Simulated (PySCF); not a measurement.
B(F)(vinyl)(NH2) (C₂H₅BFN), SMILES C(B(N)F)=C. Atoms are numbered in the order given.

```xyz
10

B     -0.3695     0.1762     0.3211
F     -1.7019     0.2826     0.5026
C      0.1598    -0.8558    -0.7306
C      1.3591    -0.7908    -1.3267
H     -0.5137    -1.6714    -1.0258
H      1.6884    -1.5211    -2.0738
H      2.0715     0.0131    -1.1049
N      0.4627     1.0007     1.0880
H      0.0948     1.6816     1.7418
H      1.4721     0.9483     1.0609
```
Charge 0, spin multiplicity 1.

Geometry optimised at B3LYP-D3(BJ)/def2-SVP. The structure was generated by enumeration, and PubChem lists no compound with its InChIKey, so it may never have been made. The values are those of a single conformer.

Two levels are set side by side: PBE/pcSseg-1 (PySCF) and B3LYP/pcSseg-1 (PySCF). GIAO shifts against BF3 (¹¹B), CFCl3 (¹⁹F), NH3 (¹⁵N), TMS (¹H), TMS (¹³C) at the same level; non-relativistic, no solvent, atoms listed together averaged. Differences are taken from unrounded values.

```tsv
quantity	PBE
δ(¹¹B) of B1 (ppm)	16.0
δ(¹⁹F) of F2 (ppm)	-136.6
δ(¹³C) of C3 (ppm)	143.8
δ(¹³C) of C4 (ppm)	141.1
δ(¹H) of H5 (ppm)	6.48
δ(¹⁵N) of N8 (ppm)	81.4
```

**Question.** These are the PBE values. What does B3LYP give? (An estimate is asked for; the answer gives what the named calculation found.)

**Answer.** 
```json
[
 {"quantity": "δ(¹¹B) of B1 (ppm)", "B3LYP": "17.5", "PBE minus B3LYP": "-1.5"},
 {"quantity": "δ(¹⁹F) of F2 (ppm)", "B3LYP": "-125.3", "PBE minus B3LYP": "-11.3"},
 {"quantity": "δ(¹³C) of C3 (ppm)", "B3LYP": "144.9", "PBE minus B3LYP": "-1.1"},
 {"quantity": "δ(¹³C) of C4 (ppm)", "B3LYP": "143.2", "PBE minus B3LYP": "-2.1"},
 {"quantity": "δ(¹H) of H5 (ppm)", "B3LYP": "6.37", "PBE minus B3LYP": "0.11"},
 {"quantity": "δ(¹⁵N) of N8 (ppm)", "B3LYP": "77.5", "PBE minus B3LYP": "3.8"}
]
```

Rough cost on one machine, each run with all the roots and properties that it gave: B3LYP against PBE within a factor of 2.
